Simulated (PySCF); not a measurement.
Mapped SMILES: `[F:1][B:2]1[S:3][CH2:4][CH2:5][S:6]1`. Hydrogens are named by the atom that carries them.

Computational details: geometry: PBE0-D3(BJ)/def2-SVP, GIAO PBE0/pcSseg-1 shieldings, in PySCF 2.14.0 with density-fitted response routines (relativity neglected, one conformer, rapidly exchanging positions averaged, gas phase).

References, each an isolated molecule treated in the same way: 13C (σ = 184.41 ppm) and 1H (σ = 31.27 ppm) vs TMS; 19F (σ = 177.25 ppm) vs CFCl3; 11B (σ = 100.73 ppm) against BF3·OEt2; 33S (σ = 495.66 ppm) against CS2.

```json
{"atoms": "H(C4)/H(C5)", "nucleus": "1H", "count": "4", "Hirshfeld charge": "0.05", "δ (ppm)": "2.94"}
{"atoms": "F1", "nucleus": "19F", "count": "1", "Hirshfeld charge": "-0.13", "δ (ppm)": "?"}
{"atoms": "C4/C5", "nucleus": "13C", "count": "2", "Hirshfeld charge": "-0.07", "δ (ppm)": "40.3"}
{"atoms": "B2", "nucleus": "11B", "count": "1", "Hirshfeld charge": "0.15", "δ (ppm)": "?"}
{"atoms": "S3/S6", "nucleus": "33S", "count": "2", "Hirshfeld charge": "-0.04", "δ (ppm)": "-8"}
```

Question: Complete the table.

Answer: 
- F1: -71.1 ppm, fluorine bonded to B
- B2: 54.2 ppm, boron bonded to F, 2 S, in a 5-membered ring

Shifts are as computed. Against solution values, carbons near 30 ppm lie about +2 ppm off and those near 130 ppm about +5 ppm. Of 1211 compounds with measured shifts, 218 miss one by over three times the rms of a fit or turn the order of signals round; such compounds aren't used in these exercises. Unscaled 19F shifts against computed CFCl3 carry errors that often reach 10 to 50 ppm.
